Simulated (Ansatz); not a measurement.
Z-matrix (Å, degrees):
```
Si
C 1 1.943
B 1 2.440 2 38.2
B 1 2.018 2 105.7 3 -75.1
Si 1 2.789 2 75.8 3 -31.1
H 1 1.495 2 109.5 3 49.1
H 1 1.489 2 108.5 3 165.2
H 2 1.095 1 95.8 3 117.7
H 2 1.088 1 117.3 3 -123.8
H 3 1.196 1 129.3 2 106.9
H 4 1.282 1 127.7 2 47.6
H 4 1.206 1 103.5 2 -61.0
H 4 1.200 1 112.4 2 172.1
H 5 1.494 1 151.3 2 -56.2
H 5 1.482 1 99.6 2 141.6
```

Charge 0, multiplicity 1.

(1) List the ωB97M-V/def2-TZVPP orbital energies in eV (Ansatz 0.2.0). (An estimate is asked.)

## Answers

(1) Computed: Occupied: -1807.65, -1807.10, -281.21, -188.16, -186.77, -148.71, -148.17, -102.88, -102.79, -102.76, -102.30, -102.27, -102.25, -23.12, -20.02, -17.35, -16.94, -15.44, -15.03, -13.42, -13.02, -12.15, -11.90, -11.61, -11.05, -10.73, -9.74. Lowest empty: -0.04, 1.38, 2.00, 2.21, 2.52, 2.73, 3.02, 3.22.
